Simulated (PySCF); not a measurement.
# Vibration and rotation of SmSe

BP86 constants of SmSe, septet, about 5.9 electrons in the 4f shell (Mulliken), real f orbitals that mix terms (Sm x2c-SVPall, Se x2c-SVPall; spin-free X2C with a Gaussian nucleus (PySCF 2.14); masses 151.9197 and 79.9165 u):

```
ωe                      : 259.2 cm⁻¹
ωexe                    : 0.433 cm⁻¹
Be                      : 0.050209 cm⁻¹
αe                      : 0.000119 cm⁻¹
De to Sm (4f6 6s2) + Se : 3.99 eV
```

(1) What force constant and bond length do these constants imply?

(2) Estimate the centrifugal constant D from the Kratzer relation and find the Dunham coefficient a1.

Spin–orbit coupling is left out, which matters for elements this heavy, above all for dissociation energies. The state is the lowest single determinant that the PBE0 search found; with open d or f shells the true ground state can be another one.

## Answers

(1) Reduced mass μred = 52.368 u; k = 5.8918×10⁻⁷·μred·ωe² (u, cm⁻¹, mdyn/Å) = 2.07 mdyn/Å; Re = √(16.8576/(μred·Be)) (u, cm⁻¹, Å) = 2.532 Å.

(2) D = 4Be³/ωe² = 7.54e-09 cm⁻¹; a1 = −1 − αeωe/(6Be²) = -3.04.
